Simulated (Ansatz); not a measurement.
Ca₆O₅. Charge 0, multiplicity 3. Geometry PBE-D4/def2-SVP, that of the neutral singlet; atoms count from 1.

Cartesian coordinates in Å:
```
Ca -0.418 -1.536 -0.160
Ca 0.694 1.447 0.169
Ca 3.525 0.065 -0.171
Ca -3.289 -0.195 0.156
Ca -4.075 -3.521 -0.267
Ca 4.323 3.427 0.142
O 2.793 2.069 0.115
O 1.528 -0.571 -0.135
O -1.310 0.590 -0.614
O -2.539 -2.165 -0.141
O -1.234 0.389 0.906
```

The structure holds one bond between oxygen atoms, so isomers without such links may lie far lower. The charge 0 triplet is spin-contaminated (final ⟨S²⟩ up to 2.16, 2.00 for a pure state). At PBE0-D4/def2-SVP a singlet of charge 0 lies 0.51 eV below the triplet at the same geometry. The structure comes from a short search, and lower isomers may exist.

(1) Estimate the Mulliken populations from the PBE0/def2-SVP orbitals of Ansatz.

(2) Where does the spin sit?

(3) And the Mayer bond orders between bonded heavy atoms (over 0.3)?

Answers

(1) 
```
atom  charge (e)  spin (α − β)
 Ca1        1.12         -0.05
 Ca2        1.07         -0.04
 Ca3        0.34          0.92
 Ca4        0.68          0.39
 Ca5        0.11         -0.36
 Ca6        0.38          1.13
  O7       -0.88          0.01
  O8       -0.88          0.01
  O9       -0.54          0.00
 O10       -0.87          0.00
 O11       -0.54          0.00
```
Mulliken values and Mayer orders depend strongly on the basis.

(2) Summed by element: Ca 1.99, O 0.01, of 2 unpaired in all. Largest on single atoms: Ca6 1.13, Ca3 0.92, Ca4 0.39.

(3) Ca1–O8 0.66 (2.17 Å); Ca1–O10 0.54 (2.21 Å); Ca2–O7 0.56 (2.19 Å); Ca2–O8 0.47 (2.20 Å); Ca3–O7 0.48 (2.15 Å); Ca3–O8 0.73 (2.10 Å); Ca4–Ca5 0.76 (3.44 Å); Ca4–O9 0.33 (2.26 Å); Ca4–O10 0.57 (2.13 Å); Ca4–O11 0.33 (2.26 Å); Ca5–O10 0.75 (2.05 Å); Ca6–O7 0.82 (2.05 Å); O9–O11 0.88 (1.53 Å).
